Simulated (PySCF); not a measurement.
Computed IR spectrum (relative IR intensity) of a molecule C5H5F. Coordinates come from a PBE0-D3(BJ)/def2-SVP optimisation. One conformer was computed; it need not be the lowest. All values below come from PySCF 2.14.0 with PBE0-D3(BJ)/def2-SVP. Frequencies are harmonic and unscaled.

Lines under 2 % of the strongest are left out, and lines within 2 cm⁻¹ are merged.

| ν (cm⁻¹) | relative intensity |
|---|---|
| 341 | 7.8 |
| 371 | 2.8 |
| 431 | 2.7 |
| 650 | 15 |
| 856 | 55 |
| 878 | 47 |
| 892 | 22 |
| 897 | 32 |
| 962 | 31 |
| 1110 | 4.6 |
| 1294 | 8.8 |
| 1379 | 69 |
| 1473 | 29 |
| 1746 | 100 |
| 2088 | 85 |
| 3203 | 3.6 |

Q: Which structure fits?
(A) FC1=CCC=C1
(B) C#CCC(=C)F
(C) C=C=CC(=C)F
(D) C=C=C(F)C=C

A: C, C=C=CC(=C)F
